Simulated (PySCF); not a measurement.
Spectroscopy problems

- GFN2-xTB structure
- shielding tensors at PBE0/pcSseg-1 (GIAO)
- program: PySCF 2.14
- one conformer, non-relativistic Hamiltonian, isolated molecule, fast rotation and ring inversion assumed for equivalent nuclei

Scale: $^{1}$H (σref 31.72), $^{13}$C (σref 186.93) against TMS (reference shieldings calculated alike). Where no couplings were computed, multiplicities follow the n + 1 count of equivalent neighbours, and m marks all less simple cases (inequivalent or close neighbours, rings, F or P nearby). Shifts are as computed. Against solution values, carbons near 30 ppm lie about +3 ppm off and those near 130 ppm about +5 ppm; carbons on Cl a further +6 ppm (rms about the fit 2.1 ppm; single classes can miss by 10 ppm). Of 1328 compounds with measured shifts, 309 miss one by over three times the rms of a fit or turn the order of signals round; such compounds aren't used in these exercises. Signals without a measured value on file couldn't be tested in this way; 1H shifts scatter by 0.2 ppm about their fit, and single ones miss by 0.5 ppm. Carbons bonded to Cl come out too deshielded. OH and NH positions are gas-phase values without hydrogen bonding to other molecules.

**Question.** C6H9Cl. $^{1}$H NMR (400 MHz, computed): δ 6.93 (m, 1H), 6.05 (q, 1H), 5.82 (m, 1H), 5.68 (m, 1H), 4.18 (s, 2H), 2.00 (d, 3H). $^{13}$C{$^{1}$H} NMR (computed): δ 141.9 (C), 140.3 (CH), 135.8 (CH), 123.5 (CH2), 53.1 (CH2), 16.9 (CH3). What is it?

**Answer.** `C=C/C(=C\C)CCl`. Rings plus π bonds: 2 (no ring in the answer). 6 carbon signals for 6 carbons: no two carbons are equivalent. Carbon types of the structure: 1 × C, 2 × CH, 2 × CH2, 1 × CH3, which accounts for all hydrogens. δC 141.9: fully substituted alkene carbon; as expected for a trigonal carbon in a double bond. δC 140.3, 135.8: alkene CH; as expected for a trigonal carbon in a double bond. δC 123.5: terminal =CH2 carbon; an sp2 carbon of a C=C bond. δH 5.82, 5.68: hydrogen on a terminal =CH2 carbon; attached to an sp2 carbon and in the plane of the double bond.

The data come from this structure; uniqueness wasn't tested.

**Question.** CH9NSi2. $^{1}$H NMR (400 MHz, computed): δ 5.06 (t, 2H), 3.96 (m, 2H), 0.07 (t, 3H), -0.29 (br s, 2H). $^{13}$C{$^{1}$H} NMR (computed): δ -10.5 (CH3). Identify the compound.

**Answer.** `C[SiH2][SiH2]N`. The formula gives 0 degrees of unsaturation. Carbon types of the structure: 1 × CH3, leaving 6 H on heteroatoms. δC -10.5: methyl carbon bonded to Si; an electropositive neighbour leaves it electron-rich and shielded. δH 5.06: hydrogen on a silicon bonded to N, Si. δH 0.07: hydrogen on a methyl carbon bonded to Si; an electropositive neighbour shields it, as in TMS itself. δH -0.29: hydrogen on a nitrogen bonded to Si; exchangeable; this is the value without hydrogen bonding to other molecules.
